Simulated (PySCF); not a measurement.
1,1-dichlorobuta-1,2-diene (C4H4Cl2), SMILES ClC(=C=CC)Cl. The structure is a stationary point at PBE-D3(BJ)/def2-SVP.

Computed equilibrium geometry at PBE-D3(BJ)/def2-SVP (PySCF confirms it by a frequency run) as Cartesian coordinates in Å, and its point group:
point group Cs.
```xyz
10

C     -3.2125    -0.4785     0.0000
C     -2.1325     0.5685     0.0000
C     -0.8324     0.3355     0.0000
C      0.4616     0.0950     0.0000
Cl     1.3909    -0.0742     1.4707
Cl     1.3909    -0.0742    -1.4707
H     -3.8663    -0.3606    -0.8902
H     -2.7944    -1.5023     0.0000
H     -3.8663    -0.3606     0.8902
H     -2.4689     1.6254     0.0000
```
